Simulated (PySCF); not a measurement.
# Dipole response of Cl³⁺ (chlorine, charge +3)

[Ne] 3s2 3p2, high-spin 3P determinant. Computed with PySCF 2.14 in aug-cc-pCVQZ-DK, with scalar relativity by spin-free X2C-1e. Coupled (time-dependent) response in atomic units; α is the mean over directions.

```
method  mean α (bohr³)         α xx, yy, zz  C₆ (like pair)  S(−4)
   UHF           4.474  4.777, 4.323, 4.323           12.22  8.212
   PBE           4.326  4.594, 4.192, 4.192           11.72  7.144
  PBE0           4.349  4.631, 4.208, 4.208           11.80  7.290
  BP86           4.322  4.580, 4.193, 4.193           11.71  7.118
```

S(−4) is the Cauchy moment in α(ω) = α(0) + S(−4) ω² + …

α(iu) at UHF:

```csv
u (hartree),α(iu) (bohr³)
0,4.474
0.0500,4.454
0.100,4.394
0.200,4.178
0.300,3.873
0.500,3.174
0.750,2.382
1.00,1.786
1.50,1.071
2.00,0.7065
3.00,0.3813
5.00,0.1766
```

A single London oscillator, α(iu) = α/(1 + u²/ω²), gives C₆ = (3/4) ω α². Matching the computed C₆ needs ω = 4 × 12.22 / (3 × 4.474²) = 0.814 hartree.

For an ion, C₆ is the dispersion term alone; charge-induced terms of lower order in 1/R come first.

The components differ because the open shell of this determinant is not spherical; for a pure term their mean is the scalar polarisability.
